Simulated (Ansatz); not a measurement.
Consider the formal exchange of groups at the Si–O bond: `O[SiH2][AlH][SiH3]` + `C#C` → `C#C[SiH2][AlH][SiH3]` + H₂O.

Gas-phase electronic energies from Ansatz, PBE0-D4/def2-TZVP geometries. CCSD(T)/CBS is the MP2 limit (def2-TZVPP, def2-QZVPP) plus CCSD(T) − MP2 in def2-TZVPP, frozen cores. This one scheme is used for every species. DFT in def2-TZVPP. One conformer a species, not always the lowest.

`O[SiH2][AlH][SiH3]`:

Cartesian coordinates in Å:
```
O 0.844 2.236 0.488
Si -0.734 1.754 0.681
Al -1.115 -0.512 -0.221
Si 0.849 -1.913 -0.720
H 1.523 1.584 0.663
H -1.543 2.795 -0.010
H -1.133 1.801 2.124
H -2.575 -1.090 -0.480
H 2.106 -1.315 -0.178
H 0.737 -3.287 -0.153
H 1.041 -2.053 -2.194
```

`C#C`:

```xyz
4

C     0.002   -0.074    0.594
C    -0.002    0.074   -0.594
H     0.004   -0.205    1.651
H    -0.004    0.205   -1.651
```

`C#C[SiH2][AlH][SiH3]`:

```xyz
12

C     0.864   -1.367   -1.096
C     1.113   -0.195   -1.394
Si    0.633    1.582   -1.332
Al   -0.907   -0.095   -0.386
Si   -0.729   -0.317    2.040
H     0.956   -2.428   -0.993
H     0.541    2.106   -2.717
H     1.650    2.318   -0.543
H    -2.093   -0.518   -1.349
H    -0.912   -1.723    2.509
H     0.620    0.123    2.501
H    -1.737    0.513    2.761
```

H₂O:

```xyz
3

O    -0.129   -0.328   -0.165
H    -0.363    0.574   -0.396
H     0.492   -0.246    0.562
```

Question: Is it downhill or uphill in electronic energy at CCSD(T)/CBS, and by how much? (Estimate.)

Answer: Computed: Uphill: ΔE = +4.2 kcal/mol.

Question: What do these levels give: PBE-D4, PBE0-D4, ωB97X-V, ωB97M-V, B2PLYP, PBE0, MP2/def2-TZVPP, SCS-MP2/def2-TZVPP, CCSD/def2-TZVPP, SCS-MP2/def2-QZVPP, HF/CBS(def2), CCSD/CBS(def2)? (An estimate is asked.)

Answer: Computed: PBE-D4 -1.1, PBE0-D4 0.3, ωB97X-V 5.9, ωB97M-V 3.6, B2PLYP 6.8, PBE0 1.8, MP2/def2-TZVPP 2.5, SCS-MP2/def2-TZVPP 6.2, CCSD/def2-TZVPP 7.1, SCS-MP2/def2-QZVPP 6.2, HF/CBS(def2) 17.3, CCSD/CBS(def2) 7.0 kcal/mol.

Largest T1 diagnostic among the species: 0.015.

The D4 term adds −2.7 kcal/mol with B3LYP and −1.5 kcal/mol with PBE0; it sums over pairs of atoms, weighted by their polarisabilities, and B3LYP, whose exchange is more repulsive, gets the larger term. In def2-TZVPP, CCSD(T) changes the Hartree–Fock value by −12.8 kcal/mol (the triples alone add −2.7 kcal/mol) and MP2 by −14.7 kcal/mol. From PBE to PBE0 (25 % exact exchange), in def2-TZVPP and without D4, ΔE moves by +1.2 kcal/mol.

B3LYP here is the variant with VWN-RPA as its local correlation; programs differ in this.
